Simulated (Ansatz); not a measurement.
Consider the formal exchange of groups at a B–C bond: `FCBCF` + `[SnH3][I]` → `FC[BH][SnH3]` + `FCI`.

Isolated molecules relaxed with PBE0-D4/def2-TZVP in Ansatz; ΔE leaves out vibrations. CCSD(T)/CBS adds triple-zeta CCSD(T) − MP2 to the extrapolated MP2 energy (def2 sets, frozen cores). Functionals use def2-TZVPP. B3LYP here is the variant with VWN-RPA as its local correlation; programs differ in this. def2 core potentials past Kr. For I, Sn outer-core shells are correlated without core-valence functions, which leaves a few kJ/mol of doubt a bond. Each species was taken in one conformer, which may not be the lowest.

`FCBCF`:

Cartesian coordinates in Å:
```
F 1.480 -0.195 -2.074
C 1.062 0.172 -0.805
B -0.339 -0.355 -0.399
C -0.932 -0.018 0.997
F -0.111 0.768 1.801
H 1.813 -0.171 -0.077
H 1.082 1.269 -0.735
H -0.999 -1.027 -1.137
H -1.895 0.501 0.883
H -1.161 -0.944 1.545
```

`[SnH3][I]`:

```xyz
5

Sn    0.186   -0.149    0.002
I    -1.910    1.528   -0.025
H     1.584    0.799   -0.199
H    -0.031   -1.238   -1.286
H     0.170   -0.940    1.508
```

`FC[BH][SnH3]`:

Cartesian coordinates in Å:
```
F 1.448 1.454 -0.044
C 0.344 1.387 0.796
B -0.578 0.166 0.595
Sn -0.136 -1.390 -0.968
H 0.705 1.409 1.837
H -0.238 2.313 0.670
H -1.531 0.102 1.316
H 1.376 -2.128 -0.672
H -0.074 -0.687 -2.523
H -1.315 -2.628 -1.007
```

`FCI`:

Z-matrix (Å, degrees):
```
C
F 1 1.353
I 1 2.142 2 111.0
H 1 1.088 2 109.9 3 117.7
H 1 1.088 2 109.9 3 -117.7
```

| level | ΔE (kJ/mol) | difference from CCSD(T)/CBS |
| --- | --- | --- |
| PBE-D4 | 158.8 | -10.5 |
| r2SCAN-D4 | 170.7 | 1.4 |
| PBE0-D4 | 170.6 | 1.3 |
| B3LYP-D4 | 169.9 | 0.6 |
| ωB97X-V | 173.6 | 4.3 |
| ωB97M-V | 174.3 | 5.0 |
| PBE | 160.2 | -9.1 |
| r2SCAN | 171.0 | 1.7 |
| B3LYP | 172.5 | 3.2 |
| MP2/def2-TZVPP | 166.5 | -2.8 |
| SCS-MP2/def2-TZVPP | 166.2 | -3.1 |
| CCSD/def2-TZVPP | 165.7 | -3.6 |
| CCSD(T)/def2-TZVPP | 160.5 | -8.8 |
| HF/def2-QZVPP | 199.5 | 30.2 |
| MP2/def2-QZVPP | 171.9 | 2.6 |
| CCSD/CBS(def2) | 174.5 | 5.2 |
| CCSD(T)/CBS | 169.3 | 0 |

Largest T1 diagnostic among the species: 0.013.

In def2-TZVPP, CCSD(T) changes the Hartree–Fock value by −38.0 kJ/mol (the triples alone add −5.3 kJ/mol) and MP2 by −31.9 kJ/mol. From PBE to PBE0 (25 % exact exchange), in def2-TZVPP and without D4, ΔE moves by +11.6 kJ/mol.
